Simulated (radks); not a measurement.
Species: He+. Configuration: 2p1 (not the ground configuration).

All-electron calculation, Dirac Kohn-Sham, PBE, spin-unpolarised, spherical densities, point nucleus; open shells are shared between the two j in proportion to 2j + 1. Program: a radial shooting solver on a logarithmic mesh with Libxc functionals.

Energy parts (eV):
total: -13.070
kinetic: 12.788
electron-nucleus: -26.380
Hartree: 4.789
exchange-correlation: -4.266

Orbitals (lengths in bohr, moments of r in powers of bohr; <r^-3> diverges for s and p1/2):
orbital      occ.  eigenvalue (eV)   <1/r>  <r^-3>  <r^2>    <r>  small-component weight
2p1/2    0.333333          -9.4994  0.4848       -  8.033  2.583                1.25e-05
2p3/2    0.666667          -9.4988  0.4847  0.3031  8.034  2.583                1.25e-05

The highest occupied level is 2p3/2 at -9.499 eV. The density falls to 0.001 e/bohr^3 at r = 3.65 bohr.
